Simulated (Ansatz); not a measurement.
F$_{2}$GeI (`[F][Ge]([F])[I]`) radical, relaxed with UKS PBE-D4/def2-SVP in the Gaussian-basis code of Ansatz from a rough embedded geometry. The force threshold is 0.03 eV/Å; the program also tests the step.

The species carries charge 0 and has multiplicity 2. I: def2 effective core potential.

Start:

```xyz
4

F     1.713   -0.417    0.070
Ge    0.199    0.506    0.020
F    -0.561    0.403    1.588
I    -1.350   -0.491   -1.678
```

Task: How much energy does the relaxation release, and in how many steps? (An estimate is asked.)

Result: Computed: 4.37 kJ/mol, in 6 steps.

Task: Which bonds change most? (Estimate.)

Result: Ansatz gave: Ge2–I4 from 2.506 to 2.578 Å; Ge2–F3 from 1.745 to 1.760 Å; F1–Ge2 from 1.773 to 1.760 Å.

Task: Give the relaxed structure. (Best estimate.)

Result: Computed: 
```xyz
4

F     1.676   -0.410    0.125
Ge    0.199    0.538    0.003
F    -0.494    0.385    1.614
I    -1.381   -0.514   -1.741
```
